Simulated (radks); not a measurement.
Q: The mean radii <r> (bohr) of the occupied orbitals of an atom or ion are listed with their occupations. Calculated with a radial shooting solver on a logarithmic mesh with Libxc functionals: scalar-relativistic Kohn-Sham, exchange-only PBE, spin-polarised, spherical densities, finite nucleus; Fermi nuclear charge, rms radius of each element as measured or else 0.836 A^(1/3) + 0.57 fm.

| orbital | occ. | <r> |
|---|---|---|
| 1s | 2 | 0.3267 |

Name the element and its charge. Open shells, if any, are filled with parallel spins first.

A: Z = 5, boron, charge +3: B3+ in [He]. The 1s radius gives Z: for a bare nucleus <r> = (2 gamma + 1)/(2Z) with gamma = sqrt(1 - (Z/c)^2), 0.2999 bohr for Z = 5, and screening makes it slightly larger (0.3267 here). The occupations add up to 2, and the charge is Z minus that.
